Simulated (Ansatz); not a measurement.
Consider the isomerisation: `C[Si]1(Cl)CC1=N` → `C[Si](C)(Cl)C#N`.

Program: Ansatz. Geometries: PBE0-D4/def2-TZVP. ΔE: electronic, gas phase. CCSD(T)/CBS is the MP2 limit (def2-TZVPP, def2-QZVPP) plus CCSD(T) − MP2 in def2-TZVPP, frozen cores. DFT in def2-TZVPP. B3LYP here is the variant with VWN-RPA as its local correlation; programs differ in this. Each species was taken in one conformer, which may not be the lowest.

```json
{"level": "ωB97X-V", "ΔE (eV)": "-2.34"}
{"level": "B3LYP", "ΔE (eV)": "-2.34"}
{"level": "SCS-MP2/def2-TZVPP", "ΔE (eV)": "-2.68"}
{"level": "CCSD(T)/def2-TZVPP", "ΔE (eV)": "-2.51"}
```

What does CCSD(T)/CBS give? (Best estimate.)

Ansatz gave: -2.47 eV. The listed levels differ from it by 0.13, 0.13, -0.21, -0.04 eV.

Largest T1 diagnostic among the species: 0.012.

In def2-TZVPP, CCSD(T) changes the Hartree–Fock value by +0.33 eV (the triples alone add +0.05 eV) and MP2 by +0.24 eV. From PBE to PBE0 (25 % exact exchange), in def2-TZVPP and without D4, ΔE moves by −0.11 eV.
